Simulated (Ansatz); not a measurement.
Relaxation of C₂H₄AlFS (9 atoms, charge 0, multiplicity 1), to a largest force component of 0.015 eV/Å in at most 40 steps.

Computed with Ansatz 0.2.0, RKS PBE/def2-mTZVP.

```xyz
9
Properties=species:S:1:pos:R:3
F 1.179 1.550 1.996
C 1.121 0.977 0.773
C 0.753 -0.305 0.664
S 0.858 -1.127 -0.914
Al -1.419 -0.731 -1.283
H 1.394 1.562 -0.114
H 0.551 -0.865 1.574
H -2.481 -1.747 -0.761
H -1.867 0.640 -1.954
```

**Question.** Where does it end, and by what steps?

**Answer.** The forces met the threshold. After 9 steps the energy has fallen by 0.353 eV; H8 moved furthest, 0.85 Å. Joined: C3–Al5.

```csv
step,energy less start (eV),largest force component (eV/Å),accepted
0,0.0000,1.202,yes
1,-0.1486,0.503,yes
2,-0.2231,0.367,yes
3,-0.2683,0.686,yes
4,-0.3120,0.327,yes
5,-0.3391,0.576,yes
6,-0.3489,0.266,yes
7,-0.3523,0.089,yes
8,-0.3528,0.182,yes
9,-0.3534,0.014,yes
```

```xyz
9
Properties=species:S:1:pos:R:3
F 0.548 1.436 1.767
C 0.755 0.830 0.579
C 0.759 -0.521 0.474
S 0.998 -1.372 -1.088
Al -1.056 -0.466 -0.963
H 0.970 1.533 -0.228
H 0.601 -1.112 1.382
H -2.179 -1.241 -0.142
H -1.308 0.867 -1.799
```

Whether the end is a true minimum wasn't checked by a vibrational analysis.

Run time: 27 s on 2 threads of Arm Neoverse V1, on a shared host, peak memory 0.15 GiB.
